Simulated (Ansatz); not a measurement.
# Ligand exchange: Si(CH3)3Cl + CH8OSi2 → Si(CH3)2(SiH3)Cl + C2H8OSi

Species: Si(CH3)3Cl, singlet; CH8OSi2 `C[SiH2]O[SiH3]`, singlet; Si(CH3)2(SiH3)Cl, singlet; C2H8OSi `CO[SiH2]C`, singlet. The partners trade CH3 for SiH3: Si–CH3 and O–SiH3 bonds give way to Si–SiH3 and O–CH3.

Shapes, held fixed at every level: PBE0-D4/def2-TZVP. Flexible molecules stand in one conformer, not always the lowest. Programs: Ansatz 0.2.0. Electronic energies: no zero-point or thermal term.

Problem. Estimate ΔE of this reaction.

Solution. The highest level, CCSD(T)/CBS estimate, gives ΔE = +214.6 kJ/mol; the levels span +182.7 to +228.6. The column of differences is taken from that level and isn't an error. No measured value is set beside it here. The CBS estimate extrapolates MP2 from def2-TZVPP and def2-QZVPP and adds CCSD(T) − MP2 in the triple-zeta set, cores frozen.

```json
{"level": "HF/def2-TZVPP", "kind": "Hartree–Fock", "ΔE (kJ/mol)": "+228.6", "less CCSD(T)/CBS estimate": "+14.0"}
{"level": "PBE-D4/def2-TZVPP", "kind": "GGA", "ΔE (kJ/mol)": "+182.7", "less CCSD(T)/CBS estimate": "-31.9"}
{"level": "r2SCAN-D4/def2-TZVPP", "kind": "meta-GGA", "ΔE (kJ/mol)": "+207.4", "less CCSD(T)/CBS estimate": "-7.2"}
{"level": "PBE0-D4/def2-TZVPP", "kind": "global hybrid", "ΔE (kJ/mol)": "+194.3", "less CCSD(T)/CBS estimate": "-20.3"}
{"level": "B2PLYP/def2-TZVPP", "kind": "double hybrid", "ΔE (kJ/mol)": "+214.6", "less CCSD(T)/CBS estimate": "0.0"}
{"level": "CCSD(T)/def2-TZVPP", "kind": "coupled cluster or CI", "ΔE (kJ/mol)": "+211.7", "less CCSD(T)/CBS estimate": "-2.9"}
{"level": "CCSD(T)/CBS estimate", "kind": "coupled cluster or CI", "ΔE (kJ/mol)": "+214.6", "less CCSD(T)/CBS estimate": "0.0"}
```
